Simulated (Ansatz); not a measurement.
Total energies of Hg₃H₁₂Se₃ from Ansatz at PBE0-D4/def2-SVP, gas phase (1 Eh = 27.2114 eV = 2625.5 kJ/mol). The reference geometry is relaxed at PBE-D4/def2-SVP.

```xyz
18

Se   -0.4045    2.2787   -0.5640
Hg    1.1998    2.8911    2.4399
Se    1.1629   -0.5416    2.0050
Hg   -1.9362    0.9020   -3.3439
Se   -0.7263   -1.7354   -1.4598
Hg    0.6682   -3.7971    0.9435
H    -1.4973    3.2510   -0.3119
H     0.3641    3.2951   -1.3255
H     2.6783    3.0171    1.6737
H    -0.2530    2.8297    3.2613
H     2.5944   -0.7301    2.3500
H     0.7579   -0.8240    3.4048
H    -0.5203    0.9830   -4.2255
H    -3.3970    0.8412   -2.5364
H    -0.0858   -2.4279   -2.6060
H    -1.9552   -2.5534   -1.6144
H    -0.7854   -3.8690    1.7628
H     2.1354   -3.8102    0.1462
```

```json
{"state": "charge 0 singlet", "geometry": "reference", "energy (Eh)": "-7670.45292"}
{"state": "charge 1 doublet", "geometry": "reference", "energy (Eh)": "-7670.13194"}
{"state": "charge 1 doublet", "geometry": "relaxed at PBE-D4/def2-SVP", "energy (Eh)": "-7670.14818"}
{"state": "charge -1 doublet", "geometry": "reference", "energy (Eh)": "-7670.43135"}
{"state": "free Se atom (triplet)", "geometry": "–", "energy (Eh)": "-2400.91098"}
{"state": "free Hg atom (singlet)", "geometry": "–", "energy (Eh)": "-153.51015"}
{"state": "free H atom (doublet)", "geometry": "–", "energy (Eh)": "-0.50029"}
```

In the def2 sets Hg takes a core potential; there is no spin–orbit coupling.

Q: Work out the vertical ionisation energy to the doublet.

A: E(charge 1 doublet) − E(charge 0 singlet) = -7670.13194 − (-7670.45292) = 0.32098 Eh = 8.73 eV. For comparison, −ε of the highest occupied level is 7.33 eV at this level, 1.40 eV less.

Q: Work out the vertical electron affinity, to the doublet.

A: E(charge 0 singlet) − E(charge -1 doublet) = -7670.45292 − (-7670.43135) = -0.02157 Eh = -0.59 eV; negative, so the extra electron isn't bound. The basis lacks diffuse functions, which makes affinities too small.

Q: Give the fundamental gap IE − EA, the Mulliken electronegativity (IE + EA)/2 and the hardness (IE − EA)/2.

A: From the values in Eh: IE − EA = 0.32098 − (-0.02157) = 0.34255 Eh = 9.32 eV; (IE + EA)/2 = 4.07 eV; (IE − EA)/2 = 4.66 eV. The HOMO–LUMO gap of the same run is 6.79 eV, 2.53 eV smaller than the fundamental gap.

Q: How much does the charge 1 doublet relax, and what is the adiabatic ionisation energy?

A: Relaxation: -7670.13194 − (-7670.14818) = 0.01624 Eh = 0.44 eV. Adiabatic ionisation energy: 0.30474 Eh = 8.29 eV, without zero-point energy. 

Q: What is the binding energy per atom against free atoms?

A: Atoms: 3 × (-2400.91098) + 3 × (-153.51015) + 12 × (-0.50029) = -7669.26687 Eh. Binding: -7669.26687 − (-7670.45292) = 1.18605 Eh = 32.27 eV, or 1.79 eV for each of 18 atoms (no zero-point energy, no counterpoise term).

At PBE0-D4/def2-SVP the highest occupied level of the charge -1 doublet lies above zero (up to 1.68 eV). By energy differences it is unbound by 0.59 eV (vertical, to the charge 0 singlet, at PBE0-D4/def2-SVP) and held by the finite basis.
